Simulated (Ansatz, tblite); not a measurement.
Forces on Li₁₁F₁₁ (started as a model of: (LiF)11 cage of four- and six-membered rings) at its r2SCAN-D4/def2-SVP geometry. Total charge 0; singlet.

The xTB rows come from tblite.

GFN2-xTB (tblite), largest force 0.49 eV/Å:

```xyz
22
positions Å, forces eV/Å
Li    1.111    0.055    2.958   -0.082    0.009   -0.290
F    -0.248   -0.984    2.480    0.022   -0.073   -0.028
Li   -1.134    0.589    2.255    0.205   -0.053   -0.344
F     0.178    1.610    2.908   -0.051    0.053   -0.018
Li    1.367    2.088    1.659   -0.202   -0.291   -0.209
F     2.373    0.568    1.803    0.025   -0.077   -0.074
Li    2.425   -0.384    0.322   -0.378    0.119    0.029
F     1.368   -1.829    0.080   -0.010   -0.023    0.016
Li   -0.145   -2.002    1.022   -0.014    0.443   -0.200
F    -1.632   -2.125    0.049    0.059   -0.043    0.037
Li   -2.524   -0.558   -0.188    0.391    0.101   -0.017
F    -1.892    0.880    0.664   -0.014    0.015    0.001
Li   -0.914    1.949   -0.395    0.219   -0.425    0.075
F     0.762    2.457    0.053    0.013    0.066    0.066
Li    1.250    1.653   -1.487   -0.164   -0.329    0.248
F     2.249    0.205   -1.377   -0.032    0.059   -0.009
Li    1.303   -1.309   -1.649   -0.282    0.198    0.198
F    -0.447    1.460   -2.072   -0.064    0.003   -0.069
Li   -1.554   -2.144   -1.726    0.163    0.211    0.140
F    -2.597   -0.679   -1.968   -0.035    0.066    0.010
Li   -1.152    0.010   -2.767    0.137   -0.011    0.388
F    -0.148   -1.512   -2.626    0.096   -0.019    0.050
```

BLYP-D4/def2-TZVP (Ansatz), largest force 0.35 eV/Å:

```
Li 0.090 -0.085 0.167
F -0.060 -0.177 0.130
Li -0.108 0.028 0.052
F -0.097 0.249 0.219
Li 0.062 0.128 0.024
F 0.250 -0.012 0.049
Li 0.125 -0.019 0.039
F 0.052 -0.189 0.059
Li 0.003 -0.102 0.046
F -0.069 -0.185 0.113
Li -0.111 0.026 0.047
F -0.125 0.062 0.042
Li -0.082 0.084 0.007
F 0.070 0.201 0.050
Li 0.077 0.091 -0.086
F 0.195 0.077 -0.147
Li 0.050 -0.080 -0.092
F -0.066 0.089 -0.189
Li -0.042 -0.193 -0.063
F -0.304 0.078 -0.145
Li -0.025 0.056 -0.131
F 0.113 -0.125 -0.192
```

PBE0-D4/def2-TZVP (Ansatz), largest force 0.11 eV/Å:

```
Li 0.034 -0.034 0.076
F -0.009 -0.043 0.049
Li -0.031 0.020 0.016
F -0.030 0.076 0.075
Li 0.014 0.049 0.006
F 0.076 -0.010 0.022
Li 0.055 -0.006 0.021
F 0.022 -0.053 0.012
Li -0.005 -0.043 0.023
F -0.027 -0.057 0.018
Li -0.037 0.015 0.007
F -0.044 0.011 0.020
Li -0.023 0.033 -0.002
F 0.026 0.067 0.019
Li 0.021 0.044 -0.033
F 0.065 0.022 -0.047
Li 0.018 -0.036 -0.044
F -0.022 0.028 -0.065
Li -0.024 -0.082 -0.027
F -0.098 0.019 -0.046
Li -0.013 0.027 -0.042
F 0.031 -0.047 -0.057
```
